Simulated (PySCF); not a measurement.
C8H7O (doublet state).
Cartesian coordinates in Å at the GFN2-xTB level; atoms count from 1:
```xyz
16
C8H7O angstrom
C     -3.784    1.404   -0.241
C     -2.713    0.851   -0.303
C     -1.476    0.212   -0.371
C     -1.441   -1.197   -0.688
O     -0.437   -1.881   -0.752
C     -0.292    0.955   -0.120
C      0.932    0.445   -0.172
C      2.138   -0.011   -0.199
C      2.848   -0.638    0.965
H     -4.716    1.884   -0.190
H     -2.440   -1.635   -0.877
H     -0.413    2.005    0.126
H      2.698    0.012   -1.127
H      3.789   -0.121    1.147
H      3.066   -1.679    0.734
H      2.234   -0.597    1.860
```

The hyperfine couplings belong to this conformer and change with its torsions.

The species is `C(/C(C=O)=C/[C]=C\C)#C` [radical].

Computed with PySCF, UKS B3LYP, pcH-1 on C H O, non-relativistic, mean-field spin-orbit, GIAO. Isolated species at its GFN2-xTB geometry (one conformer only). A GFN2-xTB geometry isn't a minimum of the functional, and hyperfine couplings can be far from their values at a DFT geometry. No stability test was run, so a lower SCF solution isn't excluded. ⟨S²⟩ is 0.773 where a pure state has 0.75.

Largest spin populations (Mulliken): C3 (+0.49), C7 (+0.37), C1 (+0.35) and O5 (+0.18). Four atoms exceed +0.15. The positive populations add up to 1.44 and the negative ones to -0.44, together 2S = 1.

McConnell's relation a(H) = Q·ρ ties the coupling of a proton on a planar π carbon to the spin population of that carbon. What Q do the computed values give?

```json
{"H": "H12", "C": "C6", "ρ(C)": "-0.140", "a(H) (G)": "+3.16", "a/ρ (G)": "-22.5"}
```

One proton gives one ratio, Q = -22.5 G, and no test of linearity. Where ρ is negative the coupling is positive.

Couplings in gauss use g_iso = 2.0036.

Time: 84 s of wall time (with the writing of density and orbital grids); peak memory 0.98 GiB. Hardware: Arm Neoverse V1, one thread, shared host.

The SMILES draws the unpaired electron on C7; the largest computed Mulliken spin population is on C3 (0.49 against 0.37).
